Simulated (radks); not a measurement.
Question: These are the eigenvalues of the occupied orbitals of an atom or ion with whole-number occupations (hartree). Calculated with a radial shooting solver on a logarithmic mesh with Libxc functionals: Dirac Kohn-Sham, PBE, spin-unpolarised, spherical densities, point nucleus.

| orbital | eigenvalue |
|---|---|
| 1s1/2 | -401.9241 |
| 2s1/2 | -71.49985 |
| 2p1/2 | -66.39514 |
| 2p3/2 | -65.35306 |
| 3s1/2 | -25.92899 |
| 3p1/2 | -24.26127 |
| 3p3/2 | -24.03503 |

Which element is it, and in what charge state? The configuration may be excited. Open shells, if any, are shared by 2j + 1.

Answer: Z = 31, gallium, charge +18: Ga18+ in [Ne] 3s2 3p1. The list shows which subshells hold electrons but not how many an open one holds; the 1s level, -401.92 hartree, gives Z - s = 28.4 by -(Z - s)^2/2, which with screening and relativity narrows Z to a few neighbours, and the depths of the outer levels then fix element, charge and occupations together.
